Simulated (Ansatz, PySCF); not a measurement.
The pair A = C2H6 (SMILES CC) (first 8 atoms), B = CH3Br (SMILES CBr); geometry from B3LYP-D3(BJ)/def2-TZVP.
(charge 0, multiplicity 1):
```xyz
13

C      0.7162    -0.4709     0.1097
C     -0.5395     0.3000     0.5056
H      0.5301    -1.1220    -0.7468
H      1.0769    -1.0946     0.9295
H      1.5270     0.2085    -0.1584
H     -0.8938     0.9289    -0.3134
H     -0.3480     0.9502     1.3611
H     -1.3557    -0.3761     0.7715
C      0.2660    -1.0473     3.9477
Br     1.5354     0.4417     3.9264
H     -0.4687    -0.8615     3.1727
H     -0.1937    -1.0722     4.9294
H      0.8230    -1.9566     3.7519
```

Correlated levels freeze the cores. Filled d and f shells under p-block atoms count as core. Rows in 6-31G* carry no dispersion term and start afresh at each structure (6-31G* with six Cartesian d functions); the Pople sets are all-electron and without relativity. MP2/6-31G* freezes PySCF's default core, which leaves 3d correlated.

Programs: Ansatz (Gaussian orbitals); PySCF for 6-31G* rows. Each number belongs to the level named beside it.

Total energies (hartree), monomers frozen at their geometry in the pair:

```
structure              PBE/def2-TZVPPD     MP2/6-31G*  CCSD(T)/aug-cc-pVDZ
---------------------  ---------------  -------------  -------------------
AB                       -2693.3693811  -2691.6081771        -2691.9247943
A in the pair's basis      -79.7328246    -79.4951826          -79.5978458
B in the pair's basis    -2613.6362173  -2612.1127874        -2612.3250071
A                          -79.7327928    -79.4947127          -79.5971193
B                        -2613.6360991  -2612.1120959        -2612.3231360
```

Q: Work out the interaction energy without and with the counterpoise correction, and the superposition error, for each level.

A: 
E(AB) − E(A) − E(B), times 627.509 kcal/mol, with the monomers in their own basis and then in the pair's basis:
- PBE/def2-TZVPPD: -0.31 uncorrected, -0.21 corrected; the monomers gain 0.09 kcal/mol from borrowed functions
- MP2/6-31G*: -0.86 uncorrected, -0.13 corrected; the monomers gain 0.73 kcal/mol from borrowed functions
- CCSD(T)/aug-cc-pVDZ: -2.85 uncorrected, -1.22 corrected; the monomers gain 1.63 kcal/mol from borrowed functions

Ansatz is a first-principles code.
